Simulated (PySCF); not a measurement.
B3LYP on Ca⁻ (calcium, charge -1), [Ar] 3d1 4s2, 2D determinant. Calculation: PySCF 2.14, in aug-cc-pVDZ-X2C (6s5p3d, 36 functions); the spin-free X2C one-electron Hamiltonian (Gaussian nucleus).

```
cycle= 1 E= -680.433449465701  delta_E= 0.00181  |g|= 0.0713  |ddm|= 1.42
cycle= 2 E= -680.42835920739  delta_E= 0.00509  |g|= 0.082  |ddm|= 1.69
cycle= 3 E= -680.445348192681  delta_E= -0.017  |g|= 0.00224  |ddm|= 0.796
cycle= 4 E= -680.445379072175  delta_E= -3.09e-05  |g|= 0.000631  |ddm|= 0.0524
cycle= 5 E= -680.445383920257  delta_E= -4.85e-06  |g|= 0.000825  |ddm|= 0.0192
cycle= 6 E= -680.445386194699  delta_E= -2.27e-06  |g|= 5.76e-05  |ddm|= 0.0153
cycle= 7 E= -680.445386209698  delta_E= -1.5e-08  |g|= 2.55e-05  |ddm|= 0.00112
cycle= 8 E= -680.445386211404  delta_E= -1.71e-09  |g|= 8.98e-06  |ddm|= 0.000359
cycle= 9 E= -680.445386211602  delta_E= -1.98e-10  |g|= 7.16e-07  |ddm|= 0.000169
converged SCF energy = -680.445386211602  <S^2> = 0.75278805  2S+1 = 2.0027861
```

Highest occupied orbital energy: 1.848 eV; ⟨L²⟩ = 6.01; populations by l: s 8.00, p 12.00, d 1.00.

Problem. Can this result be used?

Solution. With care. The run converged. The configuration of this anion was assumed by filling the next shell in order. It is not the known or likely ground configuration (Ca⁻, Sr⁻ and Ba⁻, for instance, bind a p electron), so these values are not the electron affinity of the element. At B3LYP the highest occupied level has a positive energy, so only the finite basis holds that electron.
